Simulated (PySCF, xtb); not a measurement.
Si(OH)3(NH2) (H₅NO₃Si), SMILES N[Si](O)(O)O.

GFN2-xTB (xtb) at its own geometry gives an orbital gap of 8.89 eV and a dipole moment of 1.93 D.

Geometry optimised at ωB97X-D3(BJ)/def2-SVP. The geometry has at least one imaginary mode, so it is a saddle point at that level. Other conformers were not sampled.

Q: What does CAM-B3LYP/def2-TZVP (PySCF) give? (The exact figures need the calculation; the answer reports its results.)

A: gap 10.55 eV (levels -9.41 and 1.14 eV), dipole 2.25 D.
